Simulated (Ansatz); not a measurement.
Consider the formal hydrolysis of the Al–S bond: `[F][Al]([SH])[Cl]` + H₂O → `[OH][Al]([F])[Cl]` + H₂S.

Computed with Ansatz on PBE0-D4/def2-TZVP structures; ΔE is electronic, products minus reactants. CBS: MP2 limit from def2 TZ/QZ plus the TZ coupled-cluster correction, frozen cores. This one scheme is used for every species. Each species was taken in one conformer, which may not be the lowest.

```tsv
species	HF/CBS(def2) energy (Eh)
`[F][Al]([SH])[Cl]`	-1199.29850
H₂O	-76.06721
`[OH][Al]([F])[Cl]`	-876.65719
H₂S	-398.72106
```

Question: Work out ΔE.

Answer: ΔE = (-876.65719) + (-398.72106) − (-1199.29850) − (-76.06721) = -0.01254 Eh = -7.9 kcal/mol. CCSD(T)/CBS gives -4.7 kcal/mol.

Largest T1 diagnostic among the species: 0.011.

The D4 term adds +0.9 kcal/mol with B3LYP and +0.5 kcal/mol with PBE0; it sums over pairs of atoms, weighted by their polarisabilities, and B3LYP, whose exchange is more repulsive, gets the larger term. At CCSD(T), def2-SVP lies −2.0 kcal/mol from the extrapolated value and def2-TZVPP −1.1 kcal/mol. Leaving LDA and LC-ωPBE aside and taking each functional with its dispersion term where it has one, the values, not all of them listed here, spread over 3.9 kcal/mol, from CAM-B3LYP-D4 to HSE06-D4.

B3LYP here is the variant with VWN-RPA as its local correlation; programs differ in this.
